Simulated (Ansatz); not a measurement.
FHSn (SMILES [F][SnH]) moved off its minimum; all values from Ansatz (a first-principles code), cores frozen in correlated methods. Elements past Kr take the def2 small-core potentials, without spin–orbit coupling.
(charge 0, multiplicity 1)
```xyz
3

Sn    -0.0822    -0.1976     0.2002
H     -1.0449    -1.1101    -0.9721
F      0.5962     1.1471    -1.0849
```

Forces at r2SCAN/def2-TZVPP (eV/Å):

| atom | Fx | Fy | Fz |
|---|---|---|---|
| Sn1 | 0.335 | 0.488 | -0.105 |
| H2 | -0.058 | -0.007 | -0.215 |
| F3 | -0.277 | -0.482 | 0.320 |

Q: Give the forces (eV/Å), the total energy and the dipole at CCSD(T)/def2-TZVPPD.

A: 
```json
[
 {"atom": "Sn1", "Fx": "0.305", "Fy": "0.413", "Fz": "-0.002"},
 {"atom": "H2", "Fx": "-0.088", "Fy": "-0.043", "Fz": "-0.231"},
 {"atom": "F3", "Fx": "-0.216", "Fy": "-0.370", "Fz": "0.234"}
]
```
Energy -313.8060 hartree, dipole 2.89 D.
